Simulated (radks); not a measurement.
These are the eigenvalues of the occupied orbitals of an atom or ion with whole-number occupations (hartree). Method: Dirac Kohn-Sham, SOGGA, spin-unpolarised, spherical densities, finite nucleus; Fermi nuclear charge, rms radius of each element as measured or else 0.836 A^(1/3) + 0.57 fm; computed with a radial shooting solver on a logarithmic mesh with Libxc functionals.

orbital  eigenvalue
1s1/2     -431.4763
2s1/2     -55.83502
2p1/2     -50.03573
2p3/2     -48.69340
3s1/2      -8.23884
3p1/2      -6.28948
3p3/2      -6.10469
3d3/2      -2.76458
3d5/2      -2.73758
4s1/2      -1.62764

Which element is it, and in what charge state? The configuration may be excited. Open shells, if any, fill j = l - 1/2 first.

Answer. Z = 33, arsenic, charge +3: As3+ in [Ar] 3d10 4s2. The list shows which subshells hold electrons but not how many an open one holds; the 1s level, -431.48 hartree, gives Z - s = 29.4 by -(Z - s)^2/2, which with screening and relativity narrows Z to a few neighbours, and the depths of the outer levels then fix element, charge and occupations together.
